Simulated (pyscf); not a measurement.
**`[O]=[MoH](=[O])[SiH3]`, singlet**

Gas-phase minimum from PySCF at ωB97X-D3(BJ)/def2-SVP, one conformer. 

SMILES: [O]=[MoH](=[O])[SiH3]
```xyz
8

O     -0.0733     1.9074    -0.6364
Mo     0.4795     0.3481    -0.5119
O      1.9220     0.3499     0.3079
Si    -1.1608    -0.7710     1.1117
H      0.7308    -0.2879    -2.0904
H     -0.7264    -2.1828     1.3395
H     -2.5216    -0.7823     0.4940
H     -1.1977    -0.0368     2.4068
```
Charge 0, spin multiplicity 1.

Bonded distances (Å): O1–Mo2 1.659, Mo2–O3 1.659, Mo2–Si4 2.565, Mo2–H5 1.720, Si4–H6 1.495, Si4–H7 1.494, Si4–H8 1.489. Bond angles (°): O1–Mo2–O3 109.0, O1–Mo2–Si4 104.2, O1–Mo2–H5 109.1, O3–Mo2–Si4 104.1, O3–Mo2–H5 109.1, Si4–Mo2–H5 120.9, Mo2–Si4–H6 108.8, Mo2–Si4–H7 108.9, Mo2–Si4–H8 110.6, H6–Si4–H7 108.7, H6–Si4–H8 109.9, H7–Si4–H8 109.9.

Properties at ωB97X-D3(BJ)/def2-SVP:

```json
{
 "harmonic_wavenumbers_unscaled": "82, 128, 163, 315, 371, 423, 454, 595, 661, 862, 939, 950, 1074, 1113, 1956, 2230, 2241, 2268 cm⁻¹",
 "zero_point_energy": "24.1 kcal/mol",
 "rotational_symmetry_number": "1",
 "Entropy of this conformer at 298 K and 1 atm, rigid rotor and harmonic oscillator, modes under 100 cm⁻¹ raised to 100": "344.5 J/(mol K)",
 "dipole_moment": "2.47 D"
}
```

Single-point totals, which compare only within one level:

| level | total energy (hartree) |
|---|---|
| ωB97X-D3(BJ)/def2-TZVP | -510.74125 |
| PBE/def2-TZVP | -510.42431 |
| r²SCAN/def2-TZVP | -510.63030 |
| B3LYP-D3(BJ)/def2-TZVP | -510.74174 |
| PBE0-D3(BJ)/def2-TZVP | -510.38088 |
| M06-2X/def2-TZVP | -510.44693 |
| ωB97M-D3(BJ)/def2-TZVP | -510.69199 |

Soft torsions are taken as harmonic, which can shift the entropy by several J/(mol K). Elements past Kr carry the def2 core potentials, without spin-orbit coupling.
